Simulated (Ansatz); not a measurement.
Geometry optimisation of (KNH2)2 ring (K2N2H4).

```yaml
crystal:
  periodic: [false, false, false]
  atoms:
    - {symbol: K, position_ang: [0.153580, -0.012090, 1.857750]}
    - {symbol: N, position_ang: [0.352140, -1.969740, -0.284620]}
    - {symbol: K, position_ang: [-0.125080, 0.017770, -1.861090]}
    - {symbol: N, position_ang: [-0.351010, 1.969740, 0.284220]}
    - {symbol: H, position_ang: [1.255170, -2.425260, -0.150710]}
    - {symbol: H, position_ang: [-0.315470, -2.698980, -0.033910]}
    - {symbol: H, position_ang: [0.296690, 2.717300, 0.035320]}
    - {symbol: H, position_ang: [-1.266010, 2.401260, 0.153040]}
basis:
  gaussian: {orbitals: def2-SVP}
hamiltonian: {xc: r2scan, dispersion: d4}
scf: {omitted_lower_state_checks: [starts]}
output: {orbitals: {seedname: orbitals}}
relax: {f_tol: 0.02, max_steps: 100}
```

```sh
$ ansatz run in.yaml --threads 4 --pin off --events-out ev --progress --plain --max-ram 3916MiB
```

Output, abridged:

```
Functional definition: r2SCAN
mean field -35685.25125458 eV, -1311.4087952738 hartree, gradient 2.1e-5 eV, S^2 0.000000; 0 other end points of the search recorded, 0 dependent functions left out
relax step   1: F+E_penalty+E_count = -35685.27858862 eV  Δ(F+E_penalty+E_count) = +0.000e0 eV  max|allowed force component| = 9.431e-1 eV/Å  Δτ_max = 0.0000 Å  (25 SCF iters, accepted)
mean field -35685.34103803 eV, -1311.4120947547 hartree, gradient 2.5e-5 eV, S^2 0.000000; 0 other end points of the search recorded, 0 dependent functions left out
relax step   2: F+E_penalty+E_count = -35685.36920976 eV  Δ(F+E_penalty+E_count) = -9.062e-2 eV  max|allowed force component| = 1.578e0 eV/Å  Δτ_max = 0.1989 Å  (31 SCF iters, accepted)
mean field -35685.41824765 eV, -1311.4149321560 hartree, gradient 3.0e-6 eV, S^2 0.000000; 0 other end points of the search recorded, 0 dependent functions left out
relax step   3: F+E_penalty+E_count = -35685.44615369 eV  Δ(F+E_penalty+E_count) = -7.694e-2 eV  max|allowed force component| = 1.101e-1 eV/Å  Δτ_max = 0.0545 Å  (28 SCF iters, accepted)
mean field -35685.41880442 eV, -1311.4149526166 hartree, gradient 2.3e-5 eV, S^2 0.000000; 0 other end points of the search recorded, 0 dependent functions left out
relax step   4: F+E_penalty+E_count = -35685.44667999 eV  Δ(F+E_penalty+E_count) = -5.263e-4 eV  max|allowed force component| = 1.352e-2 eV/Å  Δτ_max = 0.0088 Å  (27 SCF iters, accepted)
mean field -35685.41880442 eV, -1311.4149526166 hartree, gradient 2.2e-5 eV, S^2 0.000000; 0 other end points of the search recorded, 0 dependent functions left out
Total energy: -35685.44675681 eV, -1311.4159798482 hartree
Atom 0 at     0.151284    -0.068674     1.783977 Å, force    -0.000977    -0.000578    -0.000549 eV/Å
Atom 1 at     0.354509    -1.913364    -0.103692 Å, force     0.003052    -0.013396    -0.001200 eV/Å
Atom 2 at    -0.138581     0.071120    -1.785023 Å, force    -0.001002    -0.000002     0.000872 eV/Å
Atom 3 at    -0.353464     1.913553     0.103523 Å, force    -0.001828     0.013522     0.001232 eV/Å
Atom 4 at     1.246908    -2.420650    -0.196317 Å, force    -0.002191     0.006843     0.000657 eV/Å
Atom 5 at    -0.305822    -2.704481    -0.081356 Å, force     0.000041     0.007428     0.000513 eV/Å
Atom 6 at     0.297190     2.712604     0.082396 Å, force     0.000601    -0.007042    -0.000670 eV/Å
Atom 7 at    -1.252013     2.409893     0.196493 Å, force     0.002304    -0.006774    -0.000855 eV/Å
Dipole moment:     0.005250     0.001034    -0.000346 e Å
Checks for a lower state left out: starts
```

It took 21 s on 4 threads of Intel Xeon on a shared host.
